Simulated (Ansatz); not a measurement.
A CCSD(T) single point on CH6AlNO, SMILES `C[NH][AlH][OH]`.

```yaml
crystal:
  periodic: [false, false, false]
  atoms:
    - {symbol: C, position_ang: [-1.069544, 0.306429, -0.876636]}
    - {symbol: N, position_ang: [-0.485336, -0.655460, 0.031040]}
    - {symbol: Al, position_ang: [1.013013, -0.565073, 0.965424]}
    - {symbol: O, position_ang: [2.031376, 0.789202, 0.894588]}
    - {symbol: H, position_ang: [-2.061381, 0.642721, -0.551020]}
    - {symbol: H, position_ang: [-0.437649, 1.196253, -0.938616]}
    - {symbol: H, position_ang: [-1.169716, -0.084539, -1.896480]}
    - {symbol: H, position_ang: [-1.050646, -1.487780, 0.112381]}
    - {symbol: H, position_ang: [1.428987, -1.763858, 1.895021]}
    - {symbol: H, position_ang: [1.883995, 1.570905, 0.367397]}
basis:
  gaussian: {orbitals: def2-TZVPP}
correlation: {method: ccsd_t}
output: {orbitals: {seedname: orbitals}}
```

```sh
$ ansatz run in.yaml --threads 2 --pin off --events-out ev --progress --plain --max-ram 4352MiB
```

Output of Ansatz, abridged:

```
Functional definition: HF
  name "HF"
  cite "Fock, Z. Phys. 61, 126 (1930) doi:10.1007/BF01340294"
  parent pbe
  exchange = exact_x
  correlation = 0
1297 factors; integrals over basis functions are off by at most 1.1e-3 eV
mean field evaluation 1: about -11226.2724 eV, gradient 5.1e1 eV
mean field evaluation 2: about -11226.4063 eV, gradient 5.2e1 eV
mean field evaluation 4: about -11231.6431 eV, gradient 3.5e0 eV
mean field evaluation 8: about -11231.7071 eV, gradient 3.0e-1 eV
mean field -11231.70746537 eV, -412.7576362276 hartree, gradient 2.5e-6 eV, S^2 0.000000; 0 other end points of the search recorded, 0 dependent functions left out
8 core orbitals not correlated: weight in the atoms' cores, before any rotation towards them, 1.000 or more for the frozen orbitals, at most 0.000 for the correlated occupied ones
reference -11231.70746537 eV, -412.7576362276 hartree; 12, 12 occupied and 199, 199 virtual orbitals, 1297 factors
second order -19.41253361 eV of doubles, -0.00000000 eV of singles
cycle   1  -19.67933894 eV  change   -2.7e-1 eV  update   9.0e-2
cycle   2  -20.13031844 eV  change   -4.5e-1 eV  update   2.7e-2
cycle   3  -20.23557202 eV  change   -1.1e-1 eV  update   1.4e-2
cycle   4  -20.22577805 eV  change    9.8e-3 eV  update   3.6e-3
cycle   5  -20.22533798 eV  change    4.4e-4 eV  update   1.8e-3
cycle   6  -20.22589035 eV  change   -5.5e-4 eV  update   5.5e-4
cycle   7  -20.22553143 eV  change    3.6e-4 eV  update   1.9e-4
cycle   8  -20.22547477 eV  change    5.7e-5 eV  update   6.8e-5
cycle   9  -20.22549004 eV  change   -1.5e-5 eV  update   2.4e-5
perturbative correction -0.72151077 eV, -0.0265150317 hartree
Total energy: -11252.65446618 eV, -413.5274243090 hartree
```

Run time 88 s (2 threads of an Arm Neoverse V2 on a shared host); peak host memory 3.4 GiB.

The correlation energy is -20.947 eV, 3.4 % of it from (T); the T1 diagnostic reads 0.0114.
